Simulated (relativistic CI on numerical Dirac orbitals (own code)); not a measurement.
## Spin-allowed bands of a d2 ion in a tetrahedral site, by hand

Problem. Take Δ = 8150 cm⁻¹ and B = 420 cm⁻¹ for a d2 ion in a tetrahedral site. Calculate the three spin-allowed bands.

Working.
1. The terms of highest spin are 3F (energy 0) and 3P (15B = 6300 cm⁻¹). Here the F term splits into A2 at −1.2Δ = -9780, T2 at −0.2Δ = -1630 and T1 at +0.6Δ = 4890 cm⁻¹.
2. The two T1 states mix through the element 0.4Δ: H = [[4890, 3260], [3260, 6300]], with roots ½(H₁₁ + H₂₂) ∓ ½√[(H₂₂ − H₁₁)² + 4H₁₂²] = ½(11190) ∓ ½(6671) = 2260 and 8930 cm⁻¹.
3. The ground term is 3A2 at -9780 cm⁻¹.
4. Bands: 3T2 8150 cm⁻¹ (1227 nm), 3T1(F) 12040 cm⁻¹ (831 nm), 3T1(P) 18710 cm⁻¹ (534 nm).

Check. Exact diagonalisation of the whole d2 shell with these parameters gives 3T2 8150, 3T1 12040, 3T1 18710 cm⁻¹. The match is exact, since without spin-orbit coupling no other term has this spin. The ratio of the second band to the first, 1.477, depends on Δ/B = 19.4 alone, which is how a Tanabe-Sugano diagram is read.
